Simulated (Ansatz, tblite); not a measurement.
Removing and adding an electron: (Br2Al-mu-H)3 (Al3H3Br6). The state is a singlet with charge 0. Geometry: PBE-D4/def2-SVP. Ansatz, gas phase; energy differences of separate SCF runs; the oxidised species was run as a doublet alone; the reduced species was run as a doublet alone.

Cartesian coordinates in Å:
```
Al 0.555 1.668 0.469
Br -1.016 3.270 0.275
Br 2.690 2.021 1.086
H 0.607 0.749 -0.970
Al -0.333 -0.457 -1.730
Br 1.099 -1.755 -2.881
Br -2.203 0.478 -2.569
H -0.842 -1.263 -0.312
Al -0.266 -1.226 1.291
Br 1.829 -2.058 1.279
Br -1.967 -1.893 2.605
H -0.154 0.467 1.458
```

The xTB rows come from tblite.

Task: Estimate orbital energies and vertical ionisation energies and electron affinities at: GFN1-xTB; GFN2-xTB; HF/def2-SVP; PBE0-D4/def2-SVP.

Result: 
```
           level  −HOMO (eV)  vertical IE (eV)  −LUMO (eV)  vertical EA (eV)  HOMO–LUMO gap (eV)  IE − EA (eV)                       remarks
        GFN1-xTB       11.81             14.07        7.48              5.29                4.33          8.77                             –
        GFN2-xTB       12.59             14.52        8.60              6.25                4.00          8.27                             –
     HF/def2-SVP           –             10.48           –             -0.71                   –         11.20                             –
PBE0-D4/def2-SVP        8.66             10.13        2.01              0.63                6.65          9.49  HOMO above zero (-1 doublet)
```

Run but left out: PBE-D4/def2-SVP (charge +1 doublet: an occupied level 0.05 eV above an empty one); PBE-D4/def2-SVP (charge -1 doublet: an occupied level 0.08 eV above an empty one).   A HOMO above zero means that the electron is unbound at that level or that self-interaction error raises the level; the energy of removing that electron tells which. Raw xTB energy differences between charge states are shifted by several eV; the methods need an empirical correction for them. Sets without diffuse functions give affinities that are too small. A negative affinity means that the extra electron isn't bound; its size then hangs on the basis.
